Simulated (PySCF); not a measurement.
Calculation: B3LYP-D3(BJ)/def2-TZVP // BP86-D3(BJ)/def2-SVP (PySCF 2.14.0). All species are isolated molecules in the gas phase. One relaxed conformer stands for a flexible species; it need not be the lowest. B3LYP has the VWN-RPA correlation part, as in Gaussian. 

Reference species: [Ta(OH)5] (neutral, multiplicity 1).

```
Property                                                        Value
------------------------------------------------------------  -------
mean distance from the central atom to its bonded neighbours  1.940 Å
coordination number                                                 5
HOMO–LUMO gap                                                 7.07 eV
charge on the central atom (Mulliken)                          1.58 e
```

Changed species: [Ta(Cl)4(OH)] (1 of 5 Cl replaced by OH; the reference has 5 of 5 Cl replaced by OH).

Problem. What does the change do to the mean distance from the central atom to its bonded neighbours, coordination number, HOMO–LUMO gap and charge on the central atom (Mulliken)?

Solution. the mean distance from the central atom to its bonded neighbours goes up by 0.297 Å, to 2.237 Å; the coordination number is nearly the same; the HOMO–LUMO gap falls by 1.62 eV, to 5.45 eV; the charge on the central atom (Mulliken) drops by 0.29 e, to 1.29 e.
